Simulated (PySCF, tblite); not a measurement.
Isomers of C9H6ClN. All values are computed: GFN2-xTB (tblite) harmonic vibrations without scaling, gas phase. Against measured fundamentals such values can be off by several per cent, at times by over 20. One conformer each.

Electronic energies: PBE0/pcSseg-1 single points on the GFN2-xTB geometries (PySCF, gas phase).

```csv
SMILES,"electronic energy, lowest = 0 (kcal/mol)"
Clc1ccc2cnccc2c1,0.0
N#Cc1ccc(/C=C/Cl)cc1,26.6
C=Cc1ccc(C#N)c(Cl)c1,29.4
```

Problem. How do GFN2-xTB zero-point energies change the relative energies?

Solution. 
```tsv
SMILES	ZPE (kcal/mol)	of it from modes above 1550 cm⁻¹	electronic (kcal/mol)	with ZPE, lowest = 0 (kcal/mol)	lowest mode (cm⁻¹)	rings
Clc1ccc2cnccc2c1	76.2	31.0	0.0	0.0	91	2
N#Cc1ccc(/C=C/Cl)cc1	74.5	34.5	26.6	24.9	25	1
C=Cc1ccc(C#N)c(Cl)c1	74.3	34.6	29.4	27.5	10	1
```

The zero-point energies span 1.9 kcal/mol, from `C=Cc1ccc(C#N)c(Cl)c1` to `Clc1ccc2cnccc2c1`. The order is unchanged.

Problem. And how do the electronic energies of GFN2-xTB itself compare?

Solution. `Clc1ccc2cnccc2c1` 0.0; `N#Cc1ccc(/C=C/Cl)cc1` 42.3; `C=Cc1ccc(C#N)c(Cl)c1` 42.5 kcal/mol, lowest = 0. Against the energies above, taken from the same isomer `Clc1ccc2cnccc2c1`, the largest difference is 15.7 kcal/mol.
